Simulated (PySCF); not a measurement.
**NMR problem set**

[PySCF 2.14.0 with density-fitted response routines: structure optimised with GFN2-xTB; σ from GIAO-PBE0/pcSseg-1; fast rotation and ring inversion assumed for equivalent nuclei; no relativistic terms; gas phase; one conformer]

δ = σ(ref) − σ, references computed at the same level: TMS for 1H (σref 31.72) and 13C (σref 186.93). Splittings of carbon signals by F and P are missing where no couplings were computed. Where no couplings were computed, multiplicities follow the n + 1 count of equivalent neighbours, and m marks all less simple cases (inequivalent or close neighbours, rings, F or P nearby). Shifts are as computed. Against solution values, carbons near 30 ppm lie about +3 ppm off and those near 130 ppm about +5 ppm. Of 1211 compounds with measured shifts, 218 miss one by over three times the rms of a fit or turn the order of signals round; such compounds aren't used in these exercises.

Problem. C₇H₁₅FSi. 1H NMR (500 MHz, computed): δ 5.69 (t, 1H), 4.55 (m, 2H), 3.87 (t, 3H), 2.65 (m, 2H), 1.96 (q, 2H), 1.78 (m, 2H), 1.10 (t, 3H). 13C{1H} NMR (computed): δ 142.0, 132.5, 84.3, 36.9, 35.5, 18.2, 14.1. What is it?

Solution. `FCC/C(CC)=C\C[SiH3]`. Rings plus π bonds: 1 (no ring in the answer). 7 carbon signals for 7 carbons: no two carbons are equivalent. Carbon types of the structure: 1 × C, 1 × CH, 4 × CH2, 1 × CH3, leaving 3 H on heteroatoms. δC 142.0: fully substituted alkene carbon; an sp2 carbon of a C=C bond. δC 132.5: alkene CH; as expected for a trigonal carbon in a double bond. δC 84.3: sp3 CH2 bonded to F; deshielded by the electronegative neighbour. δH 1.78: hydrogen on an allylic sp3 CH2 bonded to Si; allylic position.

This is the structure that produced the data.

Problem. C₇H₆NP. 1H NMR (400 MHz, computed): δ 9.26 (m, 1H), 8.74 (m, 1H), 3.21 (s, 1H), 2.99 (m, 3H). 13C{1H} NMR (computed): δ 176.2 (C), 156.3 (CH), 154.3 (CH), 148.8 (C), 93.3 (CH), 87.2 (C), 27.9 (CH3). Identify the compound.

Solution. `C#Cc1nccpc1C`. 7 carbon signals for 7 carbons: no two carbons are equivalent. Carbon types of the structure: 3 × C, 3 × CH, 1 × CH3, which accounts for all hydrogens. δC 154.3: aromatic CH next to a ring nitrogen; the adjacent pyridine-type nitrogen withdraws density from it. δC 93.3: terminal alkyne carbon; the triple bond shields along its axis, which puts it between sp3 and sp2 carbons. δH 9.26: hydrogen on an aromatic CH next to a ring nitrogen; ring current plus the neighbouring ring nitrogen. δH 8.74: hydrogen on an aromatic CH; the ring current deshields protons in the ring plane.

The data come from this structure; uniqueness wasn't tested.
